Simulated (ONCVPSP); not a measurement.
## Building the ONCV potential for iron (LDA (Perdew-Wang 92), fully relativistic).

Input for ONCVPSP 4.0.1:

```
# ATOM AND REFERENCE CONFIGURATION
# atsym  z   nc   nv     iexc    psfile
  Fe 26.00    4    4  -001012      upf
#
#   n    l    f
    1    0    2.00
    2    0    2.00
    2    1    6.00
    3    0    2.00
    3    1    6.00
    3    2    6.00
    4    0    1.75
    4    1    0.25
#
# PSEUDOPOTENTIAL AND OPTIMIZATION
# lmax
    2
#
#   l,   rc,      ep,       ncon, nbas, qcut
    0    2.35    0.00    3    7    2.70
    1    1.60    0.00    4    7    8.10
    2    1.40    0.00    4    8   10.00
#
# LOCAL POTENTIAL
# lloc, lpopt,  rc(5),   dvloc0
    4    5    1.35    6.00
#
# VANDERBILT-KLEINMAN-BYLANDER PROJECTORs
# l, nproj, debl
    0    2    3.00
    1    2    3.00
    2    3    2.90
#
# MODEL CORE CHARGE
# icmod, fcfact, rcfact
    0    0.00    0.00
#
# LOG DERIVATIVE ANALYSIS
# epsh1, epsh2, depsh
   -4.00    5.00    0.02
#
# OUTPUT GRID
# rlmax, drl
    6.00    0.01
#
# TEST CONFIGURATIONS
# ncnf
    4
# nvcnf
#   n    l    f
    4
    3    1    6.00
    3    2    6.00
    4    0    2.00
    4    1    0.00
#
    4
    3    1    6.00
    3    2    6.00
    4    0    1.00
    4    1    0.00
#
    4
    3    1    6.00
    3    2    6.00
    4    0    0.00
    4    1    0.00
#
    4
    3    1    6.00
    3    2    4.00
    4    0    0.00
    4    1    0.00
#
```

Command:

```bash
oncvpspr.x < Fe.dat > Fe.out
```

Resulting log (shortened: citation, most of the input echo, consistency checks and plot data are left out):

```
ONCVPSP  (Optimized Norm-Conservinng Vanderbilt PSeudopotential)
relativistic version 4.0.1

#   n    l    f        energy (Ha)
    1    0    2.00    -2.5659164D+02
    2    0    2.00    -3.0064432D+01
    2    1    6.00    -2.5507247D+01    -2.5964776D+01
    3    0    2.00    -3.4526895D+00
    3    1    6.00    -2.1999488D+00    -2.2570275D+00
    3    2    6.00    -2.9902029D-01    -3.0465786D-01
    4    0    1.75    -2.1228982D-01
    4    1    0.25    -6.0749567D-02    -6.2558477D-02

Reference configufation results
  iterations    29
  all-electron total energy (Ha)   -1.27017732D+03

Begin loop to  construct optimized pseudo wave functions
and semi-local pseudopoentials for all angular momenta

   Wellstate for l =  0  n =  6 kap= -1
     eigenvalue =   2.7877
     asymptotic potential =   3.2877
     half-point radius =  3.6775

Calculating optimized projector #   1

 for l=   0

    Fraction of norm inside rc  0.341883
    Optimizing pswf for qcut=   2.69 a_B^-1,  ecut=   3.63 Ha
    Residual kinetic energy error=  1.01D-03 Ha

    Energy error per electron        Cutoff
         Ha          eV             Ha
         0.01000     0.27211        2.08
         0.00100     0.02721        3.86
         0.00010     0.00272       21.20
         0.00001     0.00027       35.44

Calculating optimized projector #   2

 for l=   0

    Fraction of norm inside rc  0.182083
    Optimizing pswf for qcut=   2.69 a_B^-1,  ecut=   3.63 Ha
    Residual kinetic energy error=  2.15D-01 Ha

    Energy error per electron        Cutoff
         Ha          eV             Ha
         0.01000     0.27211       16.52
         0.00100     0.02721       33.51
         0.00010     0.00272       56.80

Calculating optimized projector #   1

 for l=   1

    Fraction of norm inside rc  0.962342
    Optimizing pswf for qcut=   8.11 a_B^-1,  ecut=  32.86 Ha
    Residual kinetic energy error=  1.55D-05 Ha

    Energy error per electron        Cutoff
         Ha          eV             Ha
         0.01000     0.27211       21.36
         0.00100     0.02721       26.06
         0.00010     0.00272       29.84
         0.00001     0.00027       37.22

Calculating optimized projector #   2

 for l=   1

    Fraction of norm inside rc  0.024777
    Optimizing pswf for qcut=   8.11 a_B^-1,  ecut=  32.86 Ha
    Residual kinetic energy error=  2.70D-06 Ha

    Energy error per electron        Cutoff
         Ha          eV             Ha
         0.01000     0.27211       13.70
         0.00100     0.02721       20.71
         0.00010     0.00272       26.16
         0.00001     0.00027       30.52

Calculating optimized projector #   1

 for l=   1

    Fraction of norm inside rc  0.964854
    Optimizing pswf for qcut=   8.11 a_B^-1,  ecut=  32.86 Ha
    Residual kinetic energy error=  1.71D-05 Ha

    Energy error per electron        Cutoff
         Ha          eV             Ha
         0.01000     0.27211       21.52
         0.00100     0.02721       26.21
         0.00010     0.00272       29.98
         0.00001     0.00027       38.72

Calculating optimized projector #   2

 for l=   1

    Fraction of norm inside rc  0.025992
    Optimizing pswf for qcut=   8.11 a_B^-1,  ecut=  32.86 Ha
    Residual kinetic energy error=  3.23D-06 Ha

    Energy error per electron        Cutoff
         Ha          eV             Ha
         0.01000     0.27211       14.00
         0.00100     0.02721       21.03
         0.00010     0.00272       26.45
         0.00001     0.00027       30.81

   Wellstate for l =  2  n =  5 kap= -3
     eigenvalue =   2.6010
     asymptotic potential =   3.1010
     half-point radius =  3.0734

   Wellstate for l =  2  n =  6 kap= -3
     eigenvalue =   5.5010
     asymptotic potential =   6.0010
     half-point radius =  2.8645

Calculating optimized projector #   1

 for l=   2

    Fraction of norm inside rc  0.738115
    Optimizing pswf for qcut=   9.99 a_B^-1,  ecut=  49.93 Ha
    Residual kinetic energy error=  7.80D-05 Ha

    Energy error per electron        Cutoff
         Ha          eV             Ha
         0.01000     0.27211       37.22
         0.00100     0.02721       43.48
         0.00010     0.00272       49.31
         0.00001     0.00027      116.62

Calculating optimized projector #   2

 for l=   2

    Fraction of norm inside rc  0.101400
    Optimizing pswf for qcut=   9.99 a_B^-1,  ecut=  49.93 Ha
    Residual kinetic energy error=  3.67D-04 Ha

    Energy error per electron        Cutoff
         Ha          eV             Ha
         0.01000     0.27211       38.86
         0.00100     0.02721       46.77
         0.00010     0.00272       72.94
         0.00001     0.00027      149.65

Calculating optimized projector #   3

 for l=   2

    Fraction of norm inside rc  0.115654
    Optimizing pswf for qcut=   9.99 a_B^-1,  ecut=  49.93 Ha
    Residual kinetic energy error=  1.93D-03 Ha

    Energy error per electron        Cutoff
         Ha          eV             Ha
         0.01000     0.27211       43.91
         0.00100     0.02721       52.60
         0.00010     0.00272       83.24
         0.00001     0.00027      151.08

   Wellstate for l =  2  n =  5 kap=  2
     eigenvalue =   2.5953

   Wellstate for l =  2  n =  6 kap=  2
     eigenvalue =   5.4993

Calculating optimized projector #   1

 for l=   2

    Fraction of norm inside rc  0.741607
    Optimizing pswf for qcut=   9.99 a_B^-1,  ecut=  49.93 Ha
    Residual kinetic energy error=  7.94D-05 Ha

    Energy error per electron        Cutoff
         Ha          eV             Ha
         0.01000     0.27211       37.27
         0.00100     0.02721       43.52
         0.00010     0.00272       49.36
         0.00001     0.00027      116.89

Calculating optimized projector #   2

 for l=   2

    Fraction of norm inside rc  0.101667
    Optimizing pswf for qcut=   9.99 a_B^-1,  ecut=  49.93 Ha
    Residual kinetic energy error=  3.73D-04 Ha

    Energy error per electron        Cutoff
         Ha          eV             Ha
         0.01000     0.27211       38.90
         0.00100     0.02721       46.81
         0.00010     0.00272       73.74
         0.00001     0.00027      149.83

Calculating optimized projector #   3

 for l=   2

    Fraction of norm inside rc  0.115986
    Optimizing pswf for qcut=   9.99 a_B^-1,  ecut=  49.93 Ha
    Residual kinetic energy error=  1.95D-03 Ha

    Energy error per electron        Cutoff
         Ha          eV             Ha
         0.01000     0.27211       43.97
         0.00100     0.02721       52.66
         0.00010     0.00272       83.50
         0.00001     0.00027      151.37

Construct Vanderbilt / Kleinmman-Bylander projectors

B matrix Hermiticity error, ll=  0  kap= -1
   1   2   -1.1856D-04

  Orthonormal projector coefficients  4.8647E+00  1.1252E+00

B matrix Hermiticity error, ll=  1  kap= -2
   1   2    1.1652D-04

  Orthonormal projector coefficients -7.4231E+00 -2.3690E+00

B matrix Hermiticity error, ll=  1  kap=  1
   1   2    1.2192D-04

  Orthonormal projector coefficients -7.5565E+00 -2.4277E+00

B matrix Hermiticity error, ll=  2  kap= -3
   1   2   -2.5437D-04
   1   3    3.1848D-04
   2   3    1.7156D-04

  Orthonormal projector coefficients -1.7828E+01 -1.0122E+01 -2.9710E+00

B matrix Hermiticity error, ll=  2  kap=  2
   1   2   -2.5575D-04
   1   3    3.2066D-04
   2   3    1.7213D-04

  Orthonormal projector coefficients -1.7863E+01 -1.0150E+01 -2.9831E+00

 Orthonormal scalar projector coefficients, l =  1
 -7.4675E+00 -2.3886E+00 -8.9578E-06 -1.9826E-06

 Orthonormal spin-orbit projector coefficients, l =  1
  9.6900E-02  3.2524E-02 -9.0739E-04 -4.4310E-04

 Orthonormal scalar projector coefficients, l =  2
 -1.7842E+01 -1.0133E+01 -2.9758E+00 -3.7860E-07 -2.0930E-07 -2.4433E-08

 Orthonormal spin-orbit projector coefficients, l =  2
  1.6584E-02  9.5571E-03  3.9836E-03 -2.1307E-04 -1.0455E-04 -2.1944E-05

Pseudoatom total energy  -87.284150

Diagnostic tests using Vanderbilt-Kleinman-Bylander pseudopotentials
  relativistic with J = L +/- 1/2 projectors

   l  kap   rcore       rmatch      e in        delta e    norm test   slope test

   0  -1   2.3628758   2.4346178  -0.2122898   0.0000299   1.0000693   1.0030526
   0  -1   2.3628758   2.4346178   2.7877102   0.0005467   1.0000508   1.0000508

   1  -2   1.6016667   1.6502967  -2.1999488  -0.0000009   1.0001741   1.0001717
   1   1   1.6016667   1.6502967  -2.2570275   0.0000001   1.0001819   1.0001723
   1  -2   1.6016667   1.6502967  -0.0607496   0.0000011   1.0000249   1.0000202
   1   1   1.6016667   1.6502967  -0.0625585   0.0000040   1.0000531   1.0000479

   2  -3   1.4041599   1.4467932  -0.2990203  -0.0000072   1.0001121   1.0001418
   2   2   1.4041599   1.4467932  -0.3046579   0.0000047   1.0001228   1.0001012
   2  -3   1.4041599   1.4467932   2.6009797   0.0000608   1.0002457   1.0002457
   2   2   1.4041599   1.4467932   2.5993428   0.0000682   1.0002449   1.0002449
   2  -3   1.4041599   1.4467932   5.5009797   0.0001127   1.0003447   1.0003447
   2   2   1.4041599   1.4467932   5.4992976   0.0001165   1.0003459   1.0003459

Diagnostic tests using Vanderbilt-Kleinman-Bylander pseudopotentials
  relativistic with scalar and spin-orbit non-local projectors

   l  kap   rcore       rmatch      e in        delta e    norm test   slope test

   0  -1   2.3628758   2.4346178  -0.2122898   0.0000299   1.0000693   1.0030526
   0  -1   2.3628758   2.4346178   2.7877102   0.0005467   1.0000508   1.0000508

   1  -2   1.6016667   1.6502967  -2.1999488  -0.0000007   1.0001743   1.0001720
   1   1   1.6016667   1.6502967  -2.2570275   0.0000003   1.0001821   1.0001725
   1  -2   1.6016667   1.6502967  -0.0607496   0.0000011   1.0000251   1.0000202
   1   1   1.6016667   1.6502967  -0.0625585   0.0000040   1.0000533   1.0000479

   2  -3   1.4041599   1.4467932  -0.2990203  -0.0000072   1.0001122   1.0001419
   2   2   1.4041599   1.4467932  -0.3046579   0.0000047   1.0001228   1.0001012
   2  -3   1.4041599   1.4467932   2.6009797   0.0000608   1.0002457   1.0002457
   2   2   1.4041599   1.4467932   2.5993428   0.0000682   1.0002448   1.0002448
   2  -3   1.4041599   1.4467932   5.5009797   0.0001128   1.0003447   1.0003447
   2   2   1.4041599   1.4467932   5.4992976   0.0001166   1.0003459   1.0003459

Ghost test for J = L + 1/2

 Testing for bound ghosts
   n   l    E NL Schr. Eq   E Basis Diag.   E Cutoff

   1   0       -0.212260       -0.208431     33.42

   2   1       -2.199950       -2.199940     87.48
   3   1       -0.060748        0.071464     87.48

   3   2       -0.299028       -0.294912    224.80

 Testing for highly-localized positive-energy ghosts
       l    <radius>/rc     E Basis Diag.   E Cutoff

       0        0.731438        3.832714     33.42  WARNING - GHOST(+)

Ghost test for J = L - 1/2

 Testing for bound ghosts
   n   l    E NL Schr. Eq   E Basis Diag.   E Cutoff

   1   0       -0.212260       -0.208431     33.42

   2   1       -2.257027       -2.257018     87.48
   3   1       -0.062554        0.066170     87.48

   3   2       -0.304653       -0.300684    224.80

 Testing for highly-localized positive-energy ghosts
       l    <radius>/rc     E Basis Diag.   E Cutoff

       0        0.731438        3.832714     33.42  WARNING - GHOST(+)

Test configuration 0

   n   l kap    f        eae           eps        diff
   1   0  -1  2.0000 -256.59164025
   2   0  -1  2.0000  -30.06443182
   2   1  -2  4.0000  -25.50724689
   2   1   1  2.0000  -25.96477580
   3   0  -1  2.0000   -3.45268951
   3   1  -2  4.0000   -2.19994880   -2.19994975   -9.47E-07
   3   1   1  2.0000   -2.25702755   -2.25702748    6.57E-08
   3   2  -3  3.6000   -0.29902029   -0.29902754   -7.25E-06
   3   2   2  2.4000   -0.30465786   -0.30465320    4.66E-06
   4   0  -1  1.7500   -0.21228982   -0.21225993    2.99E-05
   4   1  -2  0.1667   -0.06074957   -0.06074847    1.10E-06
   4   1   1  0.0833   -0.06255848   -0.06255445    4.03E-06

    Total energies and differences
      AE_ref= -1.27017732E+03  AE_tst= -1.27017732E+03  dif=  0.00E+00
      PS_ref= -8.72841500E+01  PS_tst= -8.72841500E+01  dif= -1.68E-10
      PSP excitation error=  1.68E-10

Test configuration 1

   n   l kap    f        eae           eps        diff
   1   0  -1  2.0000 -256.57468225
   2   0  -1  2.0000  -30.04833036
   2   1  -2  4.0000  -25.49109847
   2   1   1  2.0000  -25.94862156
   3   0  -1  2.0000   -3.43582555
   3   1  -2  4.0000   -2.18305120   -2.18345230   -4.01E-04
   3   1   1  2.0000   -2.24014131   -2.24054787   -4.07E-04
   3   2  -3  3.6000   -0.28266287   -0.28282681   -1.64E-04
   3   2   2  2.4000   -0.28828840   -0.28844195   -1.54E-04
   4   0  -1  2.0000   -0.20144590   -0.20135877    8.71E-05
   4   1  -2  0.0000   -0.05201397   -0.05201397    0.00E+00
   4   1   1  0.0000   -0.05376808   -0.05376808    0.00E+00

    Total energies and differences
      AE_ref= -1.27017732E+03  AE_tst= -1.27021478E+03  dif= -3.75E-02
      PS_ref= -8.72841500E+01  PS_tst= -8.73215893E+01  dif= -3.74E-02
      PSP excitation error= -1.73E-05

Test configuration 2

   n   l kap    f        eae           eps        diff
   1   0  -1  2.0000 -256.89326484
   2   0  -1  2.0000  -30.35995208
   2   1  -2  4.0000  -25.80330463
   2   1   1  2.0000  -26.26088502
   3   0  -1  2.0000   -3.75204274
   3   1  -2  4.0000   -2.49963865   -2.49854680    1.09E-03
   3   1   1  2.0000   -2.55664005   -2.55554464    1.10E-03
   3   2  -3  3.6000   -0.59574926   -0.59543554    3.14E-04
   3   2   2  2.4000   -0.60146043   -0.60113499    3.25E-04
   4   0  -1  1.0000   -0.46399159   -0.46423103   -2.39E-04
   4   1  -2  0.0000   -0.27605254   -0.27605254    0.00E+00
   4   1   1  0.0000   -0.27926972   -0.27926972    0.00E+00

    Total energies and differences
      AE_ref= -1.27017732E+03  AE_tst= -1.26988499E+03  dif=  2.92E-01
      PS_ref= -8.72841500E+01  PS_tst= -8.69917740E+01  dif=  2.92E-01
      PSP excitation error= -4.21E-05

Test configuration 3

psatom_r: WARNING lschvkbb convergence error n,l,kap,iter=   3   1  -2

ea(ii),et,emin,emax -7.151600E-02 -7.866760E-02 -7.866760E-02 -7.866760E-02
run_config_r: WARNING for fully non-local PS atom,
 WARNING no output for configuration 4

Test configuration 4

psatom_r: WARNING lschvkbb convergence error n,l,kap,iter=   3   1  -2

ea(ii),et,emin,emax -6.074847E-02 -6.682332E-02 -6.682332E-02 -6.682332E-02
run_config_r: WARNING for fully non-local PS atom,
 WARNING no output for configuration 5
```

The run took about 7.8 s on one core of a shared server CPU.
